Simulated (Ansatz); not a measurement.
Input file for Ansatz (a first-principles code): R-CCSD(T)/def2-TZVPPD on CH5IS (a complex). Elements past Kr take the def2 small-core potentials; no spin–orbit coupling. Files ending in .json are basis or fitting sets from the Basis Set Exchange. The run froze 15 orbitals, filled d shells among them.

Ansatz 0.2 input:
```yaml
crystal:
  periodic: [false, false, false]
  atoms:
    - {symbol: S, position_ang: [-0.14422109, -0.46618844, -0.68130623]}
    - {symbol: H, position_ang: [-0.54897267, -1.74027228, -0.80640901]}
    - {symbol: H, position_ang: [-0.89930460, -0.27559249, 0.41601608]}
    - {symbol: C, position_ang: [1.13491521, -1.19410530, 2.94098175]}
    - {symbol: I, position_ang: [-0.93520010, -0.80571809, 3.41155398]}
    - {symbol: H, position_ang: [1.35734553, -2.19947690, 3.27914660]}
    - {symbol: H, position_ang: [1.23593003, -1.09702227, 1.86538912]}
    - {symbol: H, position_ang: [1.72651631, -0.45595828, 3.46989096]}
basis:
  gaussian:
    orbitals: def2-TZVPPD.json
magnetization: {spin_polarized: false}
correlation: {method: ccsd_t, electrons: outside_noble_gas}
scf: {lower_state_search: off}
```

The head of its log:

```
WARN ansatz: RAYON_NUM_THREADS=1 ignored (pool sized by the plan → 1); use --threads N
Functional definition: HF
these checks for a lower state are left out or cut short: stability, starts, cluster_reference, orbital_swaps, neighbouring_geometries, increment
integrals: 1.25 GiB planned
1487 factors; integrals over basis functions are off by at most 1.1e-3 eV
mean field: 0.76 GiB planned
mean field evaluation 1: about -19998.9483 eV, gradient 1.9e1 eV
mean field evaluation 2: about -19998.9967 eV, gradient 1.9e1 eV
mean field evaluation 4: about -20000.2797 eV, gradient 2.8e0 eV
mean field evaluation 8: about -20000.3096 eV, gradient 2.7e-1 eV
mean field -20000.31002134 eV, -734.9978365872 hartree, gradient 1.4e-6 eV, S^2 0.000000; 0 other end points of the search recorded, 0 dependent functions left out
15 core orbitals not correlated
reference -20000.31002134 eV, -734.9978365872 hartree; 11, 11 occupied and 206, 206 virtual orbitals, 1487 factors
```

Q: Predict the final total energy.

A: -735.5951 hartree (reference determinant -734.9978, T1 diagnostic 0.010).
